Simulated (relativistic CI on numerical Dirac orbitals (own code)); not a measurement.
## What each ingredient does to the levels of Ir²⁺

Base calculation: Dirac-Coulomb-Breit CI, orbitals from a KLI potential per configuration, QED by a radiative potential, valence Slater integrals scaled by 0.85, P86 correlation energy added to each configuration.

Configurations in the expansion (outside the closed core [Xe] 4f14): 5d7, 5d6.6s, 5d6.6p, 5d6.5f, 5d5.6s.6p, 5d6.7s, 5d6.6d, 5d6.7p, 5d6.8s, 5d6.7d, 5d6.8p, 5d6.6f, 5d6.5g, 5d6.8d, 5d6.7f, 5d5.5f.6s, 5d5.6p.7s, 5d5.6s2, 5d4.6s2.6p, 5d4.5f.6s2, 5d4.6s2.7s, 5d4.6s2.6d, 5d4.6s2.7p. Double excitations out of closed p, d and f shells are left out; levels of such configurations are missing from the list, as are those of other unlisted configurations, and high levels can miss mixing partners.

Variants: (1) self-excluded LDA correlation estimate; (2) Slater integrals left unscaled; (3) configuration mixing switched off; (4) one mean potential for all configurations. Shifts of the energy above 5d7 4F_9/2, in cm⁻¹, for the lowest level and the first level of each name with at least 55 % of one term (blank where a level changes its place among those of its configuration and J or its character, or is not in the variant):

```csv
Level,Base,Δ(1),Δ(2),Δ(3),Δ(4)
5d7 4F_9/2,0.0,0.0,0.0,0.0,0.0
5d7 4F_7/2,6528.1,+2.0,-164.9,+220.9,-123.8
5d7 4F_5/2,8061.6,+3.9,+320.3,+686.6,-62.0
5d7 4P_5/2,12103.0,+14.9,+438.7,+2777.9,0.0
5d7 2G_9/2,15010.2,+0.2,+1384.2,+231.9,-101.9
5d7 4P_1/2,15547.6,+11.2,+878.3,+2232.1,-52.4
5d6.6s 6D_9/2,19461.9,+90.1,-2047.4,-1396.4,+498.4
5d7 2G_7/2,19583.1,+3.5,+1411.6,+1147.6,-126.0
5d7 2H_11/2,20582.3,-0.6,+2430.5,-195.8,-146.8
5d7 2D_5/2,22015.5,+8.4,+2083.3,+2167.2,-110.5
5d6.6s 6D_7/2,23711.7,+90.9,-2185.0,-1335.9,+552.0
5d6.6s 6D_5/2,25548.2,+86.6,-2563.5,-1839.9,+507.4
5d7 2P_1/2,25753.0,+15.4,+2411.5,+1808.4,-134.4
5d6.6s 6D_3/2,26927.1,+86.7,-1835.7,-1538.8,+519.9
```

Correlation outside the listed configurations is missing or only estimated: errors of thousands of cm⁻¹ between configurations and terms are usual at this charge. Rates and lifetimes follow the computed energies and can be off by large factors. The fine structure of a lone outer electron comes out too small, for d and f at times inverted, and misplaced configurations move strength between like terms.

Ionisation energy from the two ground configurations alone: base 29 eV; self-excluded LDA correlation estimate 29.25 eV; Slater integrals left unscaled 28.84 eV. The NIST ASD value (theoretical) is 28 eV. The gap of more than 2 % comes from missing correlation, or from a tabulated value that is itself an estimate.

LS names give the leading component of a level, which can be under half, so a name can repeat, a term be missing and a line seem to break the LS rules.
